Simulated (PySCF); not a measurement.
**Assigning NMR signals**

Numbering as in the mapped SMILES `[CH3:1][C:2](=[O:3])[O:4][C:5]1=[CH:6][SiH2:7][C@H:8]1[Cl:9]`. Hydrogens are named by the atom that carries them. Ha(Si7) is cis to Cl9 on the ring; Hb(Si7) is trans to Cl9 on the ring.

Non-relativistic, no solvent, rapidly exchanging positions averaged, a single conformation. Structure optimised with GFN2-xTB; NMR shieldings at PBE0/pcSseg-1/GIAO; PySCF 2.14.

Shifts are taken against calculated references (same method and geometry level): $^{13}$C (186.93 ppm), $^{1}$H (31.72 ppm) against TMS.

Q: Assign these signals to the numbered atoms. $^{13}$C{$^{1}$H} NMR (computed): δ 175.0 (C), 166.0 (C), 122.4 (CH), 53.9 (CH), 24.1 (CH3).

A: 
| δ (ppm) | atoms | environment | reason |
| --- | --- | --- | --- |
| 175.0 | C2 | ester carbonyl carbon | it is a carbonyl in resonance with an O or N lone pair, the region of acids, esters and amides |
| 166.0 | C5 | alkene carbon bearing oxygen | an sp2 carbon further deshielded by the attached heteroatom |
| 122.4 | C6 | β carbon of an enol-ether or enamine type C=C | – |
| 53.9 | C8 | allylic sp3 CH bonded to Cl and Si | the inductive effect lowers its shielding |
| 24.1 | C1 | methyl carbon α to a carbonyl | α to the electron-withdrawing carbonyl group |

Q: Assign these signals to the numbered atoms. $^{1}$H NMR (400 MHz, computed): δ 6.31 (m, 1H), 4.90 (m, 1H), 4.59 (m, 1H), 4.39 (m, 1H), 2.26 (s, 3H).

A: 
6.31 → H(C6), hydrogen on a β carbon of an enol-ether or enamine type C=C: a vinylic proton, deshielded by the sp2 carbon and the C=C anisotropy
4.90 → Hb(Si7), hydrogen on a silicon bonded to 2 C, in a 4-membered ring
4.59 → Ha(Si7), hydrogen on a silicon bonded to 2 C, in a 4-membered ring
4.39 → H(C8), hydrogen on an allylic sp3 CH bonded to Cl and Si: its carbon carries Cl, hence the downfield position
2.26 → H(C1), hydrogen on a methyl carbon α to a carbonyl: α to C=O

Carbons that carry Cl, above all several Cl atoms, come out too deshielded, partly because spin–orbit coupling is missing. Shifts are as computed. Against solution values, carbons near 30 ppm lie about +3 ppm off and those near 130 ppm about +5 ppm; carbons on Cl a further +6 ppm. Of 1211 compounds with measured shifts, 218 miss one by over three times the rms of a fit or turn the order of signals round; such compounds aren't used in these exercises. Multiplicities follow the n + 1 count of equivalent neighbours, as no J values were calculated; m marks all less simple cases, F and P coupling included.
